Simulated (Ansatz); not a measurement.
Consider the ligand exchange at the Al–C bond: `[F][AlH][CH2]CCl` + `[SiH3]S` → `[F][AlH][S][SiH3]` + `CCCl`.

Gas-phase electronic energies from Ansatz, PBE0-D4/def2-TZVP geometries. CBS: MP2 limit from def2 TZ/QZ plus the TZ coupled-cluster correction, frozen cores. DFT in def2-TZVPP. Each species was taken in one conformer, which may not be the lowest.

**Question.** Is it downhill or uphill in electronic energy at CCSD(T)/CBS, and by how much? (Estimate.)

**Answer.** Computed: Downhill: ΔE = -31.1 kcal/mol.

**Question.** What do these levels give: B97M-V, BHLYP-D4, ωB97M-V, CCSD/def2-SVP, CCSD/def2-TZVPP, SCS-MP2/def2-QZVPP? (Best estimate.)

**Answer.** Computed: B97M-V -31.1, BHLYP-D4 -31.5, ωB97M-V -30.0, CCSD/def2-SVP -30.2, CCSD/def2-TZVPP -30.4, SCS-MP2/def2-QZVPP -31.3 kcal/mol.

Largest T1 diagnostic among the species: 0.012.

At CCSD(T), def2-SVP lies +0.8 kcal/mol from the extrapolated value and def2-TZVPP +0.6 kcal/mol. From PBE to PBE0 (25 % exact exchange), in def2-TZVPP and without D4, ΔE moves by −1.1 kcal/mol. In def2-TZVPP, CCSD(T) changes the Hartree–Fock value by +1.7 kcal/mol (the triples alone add −0.0 kcal/mol) and MP2 by +0.8 kcal/mol.
